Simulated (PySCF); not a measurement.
SMILES C([Si](C)(OC)C)C (GFN2-xTB optimised geometry):

```
21

C     -2.605    -1.062     1.729
C     -1.093    -1.188     1.561
Si    -0.407    -0.313     0.000
C     -0.793     1.543     0.000
C     -1.109    -1.181    -1.551
O      1.232    -0.313     0.000
C      2.103    -1.405    -0.036
H     -2.939    -1.568     2.634
H     -3.123    -1.503     0.881
H     -2.894    -0.017     1.797
H     -0.834    -2.249     1.538
H     -0.607    -0.775     2.447
H     -0.426     2.025     0.899
H     -1.864     1.710    -0.053
H     -0.338     2.041    -0.849
H     -0.963    -2.258    -1.512
H     -2.173    -1.003    -1.666
H     -0.620    -0.818    -2.451
H      1.970    -2.041     0.842
H      1.938    -2.006    -0.933
H      3.123    -1.018    -0.047
```

Calculation: PBE0/def2-SVP in PySCF.

Task: What are the frontier orbital energies and the dipole moment?

Result: HOMO-2 -8.65 eV, HOMO-1 -7.85 eV, HOMO -7.31 eV, LUMO 1.50 eV, LUMO+1 1.94 eV; dipole moment 1.08 D.

On the same geometry PySCF 2.14.0 with PBE/def2-SVP gives HOMO-2 -7.12 eV, HOMO-1 -6.37 eV, HOMO -5.84 eV, LUMO 0.68 eV, LUMO+1 1.06 eV; dipole moment 0.97 D.

Meta-Löwdin charges at PBE0/def2-SVP: C1 -0.29, C2 -0.43, Si3 1.07, C4 -0.56, C5 -0.57, O6 -0.61, C7 -0.07, H8 0.10, H9 0.09, H10 0.10, H11 0.10, H12 0.10, H13 0.12, H14 0.11, H15 0.12, H16 0.11, H17 0.12, H18 0.11, H19 0.09, H20 0.09, H21 0.11.
